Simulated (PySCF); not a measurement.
This script is equivalent to a calculation on N⁺ (nitrogen, charge +1).

```python
from pyscf import gto, scf, dft, mp, cc
import basis_set_exchange as bse
mol = gto.M(atom="N 0 0 0", charge=1, spin=2, symmetry="D2h",
            basis=gto.basis.parse(bse.get_basis("Sapporo-DZP-2012", elements=["N"], fmt="nwchem", header=False)),
            nucmod="G")
mf = dft.UKS(mol, xc="TPSS").sfx2c1e()
mf.irrep_nelec = {'Ag': (2, 2), 'B1u': (1, 0), 'B2u': (1, 0)}
mf.kernel()
```

**Question.** What total energy does it give?

**Answer.** -54.089 hartree (calculated).

**Question.** Which occupied shell lies highest, and where?

**Answer.** 2p α, at -22.316 eV.

**Question.** What is ⟨S²⟩, and what would a pure spin state give?

**Answer.** 2.003, against 2.00.
